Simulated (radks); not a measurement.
Initial-state core-level shifts of the chromium ion Cr+ when its valence configuration changes from [Ar] 3d5. All-electron calculation, Dirac Kohn-Sham, BLYP, spin-unpolarised, spherical densities, finite nucleus; open shells fill j = l - 1/2 first; Fermi nuclear charge, rms radius 3.6452 fm. Program: a radial shooting solver on a logarithmic mesh with Libxc functionals. Shifts are changes of the shell-averaged eigenvalues in eV (positive: less bound); the change of the density at the nucleus, which sets a Mossbauer isomer shift, is in e/bohr^3, on a base of 1.144e+04.

valence           1s       2s       2p       3s  density at nucleus
3d4 4s1       -4.691   -5.359   -5.295   -4.769              +6.863
3d3 4s2      -10.966  -12.553  -12.407  -10.801             +16.393
3d4 4p1       -5.997   -6.608   -6.545   -6.064              +1.053
3d4.5 4p0.5   -2.798   -3.065   -3.037   -2.860              +0.434
3d1 4s2 4p2  -29.787  -33.937  -33.577  -27.671             +27.888
4s2 4p3      -40.680  -46.442  -45.963  -36.717             +34.809
4s1 4p4      -41.720  -47.499  -47.010  -37.730             +24.084
3d4.5 4s0.5   -2.147   -2.451   -2.421   -2.213              +3.147
3d1 4s1 4p3  -30.927  -35.080  -34.712  -28.780             +18.622
